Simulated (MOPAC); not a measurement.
MOPAC input (AM1):

```
AM1 1SCF CHARGE=1 GEO-OK AUX(PRECISION=9) THREADS=1
BrSn

Sn   -0.00000000 1   -0.00000000 1   -1.04855623 1
Br    0.00000000 1    0.00000000 1    1.49793747 1
```

From the last part of the output:

```
                                                       MOPAC v23.2.5 Linux

          FINAL HEAT OF FORMATION =        159.53724 KCAL/MOL =     667.50382 KJ/MOL

          COSMO AREA              =        107.07 SQUARE ANGSTROMS
          COSMO VOLUME            =         97.09 CUBIC ANGSTROMS

          IONIZATION POTENTIAL    =         14.215041 EV
          HOMO LUMO ENERGIES (EV) =        -14.215 -5.984
          NO. OF FILLED LEVELS    =          5
          MOLECULAR WEIGHT        =        198.5940         POINT GROUP:  C*v

          MOLECULAR DIMENSIONS (Angstroms)

            Atom       Atom       Distance
           Br     2   Sn     1     2.54649
           Br     2   Sn     1     0.00000
           Sn     1   Br     2     0.00000

          SCF CALCULATIONS        =          1

   ATOM   CHEMICAL          X               Y               Z
  NUMBER   SYMBOL      (ANGSTROMS)     (ANGSTROMS)     (ANGSTROMS)

     1      Sn         -0.00000000  *  -0.00000000  *  -1.04855623  *
     2      Br          0.00000000  *   0.00000000  *   1.49793747  *

                             CARTESIAN COORDINATES

   1   Sn       -0.000000000    -0.000000000    -1.048556230
   2   Br        0.000000000     0.000000000     1.497937470

           Empirical Formula: Sn Br  =     2 atoms

      MOLECULAR POINT GROUP   :   C*v

                  EIGENVALUES
 -34.59975 -18.64992 -15.07978 -15.07978 -14.21504  -5.98378  -5.98378  -4.84965

              NET ATOMIC CHARGES AND DIPOLE CONTRIBUTIONS

  ATOM NO.   TYPE          CHARGE      No. of ELECS.   s-Pop       p-Pop
    1         Sn           1.360433        2.6396     1.98519     0.65438
    2         Br          -0.360433        7.3604     1.95544     5.40500
 DIPOLE           X         Y         Z       TOTAL
 POINT-CHG.     0.000     0.000    -9.330     9.330
 HYBRID         0.000    -0.000     1.037     1.037
 SUM            0.000    -0.000    -8.293     8.293

          ATOMIC ORBITAL ELECTRON POPULATIONS

     Atom    s        px        py        pz
    1 Sn   1.98519   0.12233   0.12233   0.40971
    2 Br   1.95544   1.87767   1.87767   1.64967

 **********************
 *                    *
 * JOB ENDED NORMALLY *
 *                    *
 **********************

 == MOPAC DONE ==
```

The dipole moment of an ion depends on the origin.
